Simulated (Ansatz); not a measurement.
Species: sum formula IrO3H3, charge 0, multiplicity 1. 
Geometry from a B3LYP-D3(BJ)/def2-TZVP (Ansatz, a quantum-chemistry and plane-wave program) optimisation:
```
Ir
O 1 1.8470
H 2 0.9729 1 109.49
O 1 1.8470 2 120.51 3 93.29
H 4 0.9729 1 109.49 2 -93.29
O 1 1.8483 2 119.74 3 -86.58
H 6 0.9736 1 108.52 2 -90.07
```

Dipole moments at this geometry, in debye (magnitudes).

| level | program | dipole (D) |
|---|---|---|
| BLYP/def2-TZVPD | Ansatz | 1.16 |
| r2SCAN/def2-TZVPD | Ansatz | 1.19 |
| PBE0/def2-TZVPD | Ansatz | 1.22 |
| BHLYP/def2-TZVPD | Ansatz | 1.27 |
| r2SCANh/def2-TZVPD | Ansatz | 1.21 |
| HSE06/def2-TZVPD | Ansatz | 1.22 |
| wB97M-V/def2-TZVPD | Ansatz | 1.22 |
| wB97X-V/def2-TZVPD | Ansatz | 1.23 |
| CCSD(T)/def2-SVPD | Ansatz | 1.22 |
